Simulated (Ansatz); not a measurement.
Relaxation of CH4BIOSn (9 atoms, charge 0, multiplicity 1), to a largest force component of 0.02 eV/Å in at most 50 steps.

The calculation used RKS PBE/def2-SVP in Ansatz 0.2.0.

```xyz
9
Properties=species:S:1:pos:R:3
C -1.397 -0.680 0.152
Sn 0.579 -0.572 -0.548
O 1.609 0.252 0.828
B 1.781 1.398 -0.065
I 1.483 3.552 -0.341
H -1.865 0.409 0.150
H -1.448 -1.055 1.169
H -2.008 -1.255 -0.548
H 1.354 -2.095 -0.815
```

Where does it end, and by what steps?

It converged. After 9 steps the energy has fallen by 2.108 eV; I5 moved furthest, 0.85 Å.

| step | energy less start (eV) | largest force component (eV/Å) | accepted |
| --- | --- | --- | --- |
| 0 | 0.0000 | 6.241 | yes |
| 1 | -1.3877 | 3.378 | yes |
| 2 | -1.7479 | 2.653 | yes |
| 3 | -1.9648 | 1.680 | yes |
| 4 | -2.0453 | 1.024 | yes |
| 5 | -2.0771 | 0.327 | yes |
| 6 | -2.0816 | 0.407 | yes |
| 7 | -2.0924 | 0.430 | yes |
| 8 | -2.1069 | 0.108 | yes |
| 9 | -2.1075 | 0.020 | yes |

```xyz
9
Properties=species:S:1:pos:R:3
C -1.512 -0.796 0.124
Sn 0.406 -0.293 -0.804
O 1.521 0.673 1.060
B 1.581 1.473 0.065
I 2.312 3.399 -0.474
H -2.165 0.094 0.190
H -1.300 -1.186 1.139
H -2.011 -1.584 -0.473
H 1.258 -1.827 -0.845
```

Run time: 28 s on 2 threads of Arm Neoverse V2, with other jobs on the host, peak memory 0.18 GiB.
